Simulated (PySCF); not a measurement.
C₂H₅N₃Si, SMILES N[SiH]1N=CC=N1. Geometry: PBE-D3(BJ)/def2-SVP. This is a generated structure with no PubChem entry under its InChIKey; it may be hypothetical. The values are those of a single conformer.

Level of theory: PBE-D3(BJ)/def2-SVP (PySCF).

Harmonic wavenumbers (cm⁻¹): 118, 163, 246, 374, 405, 459, 504, 612, 666, 686, 743, 837, 851, 864, 884, 914, 979, 1264, 1283, 1488, 1576, 1644, 2204, 2975, 2992, 3499, 3597. Rotational constants (GHz): 5.846, 2.738, 2.123; symmetry number 1.

### Question
Work out the zero-point energy and the ideal-gas rigid-rotor harmonic-oscillator thermochemistry at 298.15 K and 1 atm.

### Answer
ZPE = ½ Σ hcν = ½ × 32826 cm⁻¹ = 46.93 kcal/mol. H − E(el) = 51.69 kcal/mol. Entropy in cal/(mol K): translation 39.69, rotation 26.65, vibration 13.17, total 79.52. G − E(el) = 27.98 kcal/mol. Cp = 26.24 cal/(mol K). Modes under 150 cm⁻¹ make the vibrational entropy uncertain.
